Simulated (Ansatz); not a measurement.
Cost and result up the ladder for (FAlNH)4 cubane (Al₄N₄F₄H₄) (16 atoms). Charge 0, multiplicity 1. Geometry: PBE-D4/def2-SVP.

| atom | x (Å) | y (Å) | z (Å) |
| --- | --- | --- | --- |
| Al1 | 0.019 | -1.254 | 1.104 |
| F2 | 0.039 | -2.513 | 2.214 |
| N3 | -0.700 | 0.509 | 1.437 |
| Al4 | 0.862 | 1.294 | 0.612 |
| F5 | 1.727 | 2.595 | 1.226 |
| N6 | 1.585 | -0.469 | 0.286 |
| Al7 | 0.698 | -0.507 | -1.431 |
| F8 | 1.398 | -1.017 | -2.869 |
| N9 | -0.865 | -1.299 | -0.614 |
| Al10 | -1.579 | 0.467 | -0.285 |
| F11 | -3.165 | 0.936 | -0.571 |
| N12 | -0.019 | 1.259 | -1.109 |
| H13 | -1.129 | 0.820 | 2.314 |
| H14 | 2.553 | -0.755 | 0.461 |
| H15 | -1.393 | -2.093 | -0.990 |
| H16 | -0.031 | 2.028 | -1.786 |

Ansatz; hardware A = 2 threads of AMD EPYC 7R13 on a shared host and a share (18 GiB) of an NVIDIA H100 80GB HBM3; B = 2 threads of AMD EPYC 7R13 on a shared host. Times are rough, and most runs start from the orbitals of an earlier one. ωB97M-V/def2-TZVP serves as the yardstick here, not as an exact answer. Differences are given only for rows in sets of like size (and for xTB, whose basis is part of the method), since another set adds its own error. Binding counts from free atoms at the same level (Al doublet, F doublet, N quartet, H doublet; other spins of the atoms weren't run), without zero-point energy or a counterpoise term.

B3LYP takes the VWN-RPA correlation. Correlated methods freeze 28 core orbitals. Single mean-field runs in def2-TZVP are fitted with def2-universal-jkfit.

Correlated methods converge slowly with the basis.

| level | functions | wall time |
| --- | --- | --- |
| HF/6-31G [B] | 132 | 2.5 s |
| B3LYP-D4/def2-TZVP [A] | 420 | 2.8 s |
| revPBE-D4/def2-TZVP [A] | 420 | 3.4 s |
| PBE-D4/def2-TZVP [A] | 420 | 3.6 s |
| B3LYP-D4/6-31G [B] | 132 | 5 s |
| PBE-D4/def2-SVP [B] | 204 | 5.5 s |
| PBE0-D4/def2-TZVP [A] | 420 | 7 s |
| r2SCAN-D4/def2-TZVP (with forces) [A] | 420 | 7 s |
| PBE0-D4/def2-SVP [B] | 204 | 7.5 s |
| ωB97M-V/def2-TZVP (with forces) [A] | 420 | 10 s |
| CCSD(T)/def2-TZVP [A] | 420 | 33 s |

Question: Estimate what each level gives for the binding energy per atom (eV).

Answer: 
| level | binding energy per atom (eV) | difference from ωB97M-V/def2-TZVP (eV) |
| --- | --- | --- |
| HF/6-31G [B] | 2.80 | – |
| B3LYP-D4/def2-TZVP [A] | 4.48 | -0.05 |
| revPBE-D4/def2-TZVP [A] | 4.46 | -0.08 |
| PBE-D4/def2-TZVP [A] | 4.59 | 0.06 |
| B3LYP-D4/6-31G [B] | 4.16 | – |
| PBE-D4/def2-SVP [B] | 4.63 | – |
| PBE0-D4/def2-TZVP [A] | 4.47 | -0.06 |
| r2SCAN-D4/def2-TZVP (with forces) [A] | 4.53 | -0.01 |
| PBE0-D4/def2-SVP [B] | 4.50 | – |
| ωB97M-V/def2-TZVP (with forces) [A] | 4.53 | 0.00 |
| CCSD(T)/def2-TZVP [A] | 4.36 | -0.17 |
